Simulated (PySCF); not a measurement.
C3H7Te, SMILES C(C)([Te])C, multiplicity 2. Atoms are numbered in the order given.

```xyz
11

C      1.9385    -0.1335    -1.2706
C      1.3053     0.4227     0.0000
C      1.9385    -0.1335     1.2706
Te    -0.8683    -0.0155     0.0000
H      1.8533    -1.2308    -1.3129
H      3.0130     0.1245    -1.2924
H      1.4802     0.2816    -2.1816
H      1.3637     1.5204     0.0000
H      1.8533    -1.2308     1.3129
H      3.0130     0.1245     1.2924
H      1.4802     0.2816     2.1816
```
Charge 0, spin multiplicity 2.

Geometry: B3LYP-D3(BJ)/def2-SVP. The geometry has at least one imaginary mode, so it is a saddle point at that level. The isomer is the one that the SMILES or the coordinates give; other isomers of the formula were not compared. The def2 effective core potentials stand for the cores of Te; spin–orbit coupling is left out.

Computed with r2SCAN/def2-TZVP in PySCF.

ESP charges are fitted to the potential on shells at 1.4 to 2.0 van der Waals radii. Atomic charges (e):

| atom | Löwdin | ESP fit | Mulliken | Mulliken spin |
|---|---|---|---|---|
| C1 | (withheld) | -0.51 | -0.34 | 0.01 |
| C2 | (withheld) | 0.27 | -0.06 | -0.06 |
| C3 | (withheld) | -0.51 | -0.34 | 0.01 |
| Te4 | 0.25 | -0.16 | -0.06 | 1.04 |
| H5 | 0.12 | 0.14 | 0.12 | 0.00 |
| H6 | 0.13 | 0.14 | 0.11 | 0.00 |
| H7 | 0.12 | 0.17 | 0.12 | 0.00 |
| H8 | (withheld) | 0.02 | 0.10 | 0.00 |
| H9 | 0.12 | 0.14 | 0.12 | 0.00 |
| H10 | 0.13 | 0.14 | 0.11 | 0.00 |
| H11 | 0.12 | 0.17 | 0.12 | 0.00 |

### Question
Some entries are withheld; supply them. (Estimate from the structure and the level; the computed values follow.)

### Answer

- C1, Löwdin: -0.32
- C2, Löwdin: -0.48
- C3, Löwdin: -0.32
- H8, Löwdin: 0.14

Computed Mayer and Wiberg (Löwdin basis) orders of the bonds:
```tsv
bond	Mayer	Wiberg
C1–C2	0.97	1.30
C2–C3	0.97	1.30
C2–Te4	1.00	1.27
C1–H5	0.97	0.90
C1–H6	0.95	0.89
C1–H7	0.97	0.90
C2–H8	0.95	0.83
C3–H9	0.97	0.90
C3–H10	0.95	0.89
C3–H11	0.97	0.90
```
